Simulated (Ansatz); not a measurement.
Species: H3O2Si, SMILES `O[SiH]O` (H–O–Si–O torsion 48°, O–Si–O–H torsion -159°) (charge 0, multiplicity 2).

Task: Give a relaxed geometry from PBE0-D4/def2-TZVP in Ansatz (an electronic-structure program).

Result: Several could match; the one computed here: the end point of this relaxation, one of several conformers (outside a Z-matrix the atoms follow the SMILES, hydrogens last).
Cartesian coordinates (Å) in one orientation:
```xyz
6

O     -1.495    -0.014    -0.019
Si     0.028     0.398     0.432
O      1.074    -0.580    -0.391
H     -1.716    -0.947    -0.016
H      0.156     1.830     0.019
H      1.953    -0.687    -0.024
```
